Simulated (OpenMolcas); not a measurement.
**3s2 3p along the 13-electron sequence**

```
Program             : OpenMolcas 26.06
Method              : SS-RASPT2, IPEA 0.25 Eh, imaginary shift 0.1 Eh
Basis               : ANO-RCC-VQZP
Scalar Hamiltonian  : DKH2, point nucleus
Spin-orbit coupling : state interaction with AMFI integrals over the reference wave functions, term energies averaged over their components
```

Active space for each ion: 3 electrons in 9 orbitals (RAS2 3s 3p; RAS3 3d, at most 2 electrons); closed shells correlated by CASPT2: 2s 2p.

Computed levels in cm-1 above 2P* 1/2:

```
                                Level   Al  Si+  P2+  S3+  Cl4+  Ar5+
                              2P* 3/2  107  256  480  827  1312  1969
weight of 2P* in the lowest level (%)  100  100  100  100   100   100
```

Measured, with the error of the calculation in %. Measured levels: Al, Si+ from NIST Handbook of Basic Atomic Spectroscopic Data; P2+ from Martin, Zalubas and Musgrove, J. Phys. Chem. Ref. Data 14, 751 (1985); S3+ from NIST levels in Podobedova, Kelleher and Wiese, J. Phys. Chem. Ref. Data 38, 171 (2009); Ar5+ from Saloman, J. Phys. Chem. Ref. Data 39, 033101 (2010).

| Level | Al | Si+ | P2+ | S3+ | Ar5+ |
| --- | --- | --- | --- | --- | --- |
| 2P* 3/2 | 112 (-4.7) | 287 (-11.0) | 559 (-14.2) | 951 (-13.1) | 2208 (-10.8) |

The fine-structure level 2P* 3/2 changes by a factor of 18.4 from Al to Ar5+. Its fourth root runs 3.22, 4.00, 4.68, 5.36, 6.02, 6.66, with steps per unit of Z of 0.78, 0.68, 0.68, 0.66, 0.64; equal steps would mean a (Z - σ)^4 law with constant σ.

Active for correlation alone: 3d; no level in the range computed is led by a configuration that fills it, so any true level of that kind is missing (holds for Al; P2+; S3+; Cl4+; Ar5+). The run also gave levels led by 3s 3p 3d, which use shells meant for correlation; these and all levels above them are left out (holds for Si+). Measured partners are found by configuration, term and J. A level has none where our copy of the source lacks it or the pairing is in doubt (some pairs that miss far off the trend of their configuration count as doubtful), and it then counts in no deviation. Levels of configurations outside the active space are missing.

* marks odd parity.
